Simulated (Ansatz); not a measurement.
Consider the redistribution: `NB([SeH])CO` + `[OH][Al]([F])[F]` → `[F][Al]([F])[SeH]` + `NB(O)CO`.

Isolated molecules relaxed with PBE0-D4/def2-TZVP in Ansatz; ΔE leaves out vibrations. CCSD(T)/CBS is the MP2 limit (def2-TZVPP, def2-QZVPP) plus CCSD(T) − MP2 in def2-TZVPP, frozen cores. Functionals use def2-TZVPP. B3LYP here is the variant with VWN-RPA as its local correlation; programs differ in this. For Se outer-core shells are correlated without core-valence functions, which leaves a few kJ/mol of doubt a bond. Scalar relativity is left out up to krypton. One conformer a species, not always the lowest.

```
   level  ΔE (kJ/mol)
  PBE-D4        -34.8
B3LYP-D4        -33.2
```

Problem. What does CCSD(T)/CBS give? (Best estimate.)

Solution. Ansatz gave: -30.5 kJ/mol. The listed levels differ from it by -4.3, -2.7 kJ/mol.

Largest T1 diagnostic among the species: 0.013.

In def2-TZVPP, CCSD(T) changes the Hartree–Fock value by +18.0 kJ/mol (the triples alone add +2.1 kJ/mol) and MP2 by +23.8 kJ/mol. The D4 term adds +4.1 kJ/mol with B3LYP and +2.2 kJ/mol with PBE0; it sums over pairs of atoms, weighted by their polarisabilities, and B3LYP, whose exchange is more repulsive, gets the larger term.
